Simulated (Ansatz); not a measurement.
Correlation energies of C$_{2}$H$_{6}$FGaO, SMILES `C[CH2][Ga]([OH])[F]` by basis set

```xyz
11

C    -0.7092    1.1732   -0.4428
C    -0.7756   -0.0153    0.5086
Ga    0.7696   -1.2128    0.4345
O     2.2290   -1.1105   -0.5790
F     0.8531   -2.6298    1.4650
H    -1.5998    1.8011   -0.3530
H     0.1554    1.8100   -0.2399
H    -0.6426    0.8565   -1.4866
H    -0.8677    0.3128    1.5482
H    -1.6585   -0.6313    0.3136
H     2.2463   -0.3540   -1.1686
```

Total charge 0; spin multiplicity 1. Correlated methods include outer-core shells of Ga, which these sets cover unevenly. Scalar relativity is left out up to krypton. All single points use the PBE0-D4/def2-TZVP geometry. It is one conformer, not always the lowest. Frozen core, restricted reference, the Gaussian-basis code of Ansatz.

```
     basis      HF (Eh)  MP2 corr.
  def2-SVP  -2176.41008   -0.87812
def2-TZVPP  -2176.97130   -1.07487
def2-QZVPP  -2177.02424   -1.38876
```

**Question.** Estimate the CCSD correlation energy and the (T) correction in each basis where they were run (hartree).

**Answer.** 
```csv
basis,CCSD corr.,(T)
def2-SVP,-0.90200,-0.02329
def2-TZVPP,-1.09243,-0.04007
```
